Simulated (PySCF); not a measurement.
**Magnetisability: `O[C@@H](C(F)F)C(F)(F)F`, C₃H₃F₅O**

Cartesian coordinates in Å; atom numbers follow the order of the lines, from 1:
```xyz
12

O     0.0604    1.5659   -0.5101
C     0.0453    0.4204    0.2753
C    -1.1777   -0.4760   -0.0027
F    -1.3508   -0.6691   -1.3206
F    -2.2842    0.1735    0.4365
C     1.3428   -0.3517   -0.0093
F     2.4149    0.3431    0.3604
F     1.4898   -0.6812   -1.2854
F     1.3596   -1.4972    0.6987
H    -0.8173    1.9708   -0.5255
H     0.0437    0.6531    1.3559
H    -1.1252   -1.4523    0.5006
```

Computed, not measured: GIAO PBE0/pcSseg-1 magnetisability, rotational g tensor and spin-rotation constants, non-relativistic, gas phase (PySCF). Geometry: GFN2-xTB.

Q: What are the magnetisability and the molar susceptibility?

A: Isotropic -1081 × 10⁻³⁰ J/T², or -65.1 × 10⁻⁶ cm³/mol; principal values -1106, -1080, -1055 × 10⁻³⁰ J/T², anisotropy 44 × 10⁻³⁰ J/T² (root of half the summed squared differences of the principal values). The susceptibility is in cgs units.

Q: Split it along the inertial axes a, b, c into diamagnetic and paramagnetic parts about the centre of mass, with the quadrupole moment.

A: 
| axis | χ (10⁻⁶ cm³/mol) | diamagnetic (10⁻⁶ cm³/mol) | paramagnetic (10⁻⁶ cm³/mol) | summed x² of all electrons (Å²) | quadrupole Θ (D Å) |
| --- | --- | --- | --- | --- | --- |
| a | -63.7 | -496.4 | 432.8 | 183.4 | -4.13 |
| b | -65.0 | -993.6 | 928.6 | 66.2 | +3.56 |
| c | -66.5 | -1059.2 | 992.7 | 50.8 | +0.57 |

Anisotropies 2χaa − χbb − χcc = +4.3 and 2χbb − χaa − χcc = +0.2 × 10⁻⁶ cm³/mol. Θ is traceless in Buckingham's convention.

Q: And the rotational g tensor?

A: 
```tsv
axis	rotational constant (GHz)	g	nuclear part	electronic part
a	2.6481	-0.0266	0.5118	-0.5384
b	1.1472	-0.0132	0.4873	-0.5005
c	1.0802	-0.0108	0.4930	-0.5038
```
Asymmetric top; isotopes 12C, 19F, 1H, 16O; no vibrational averaging.
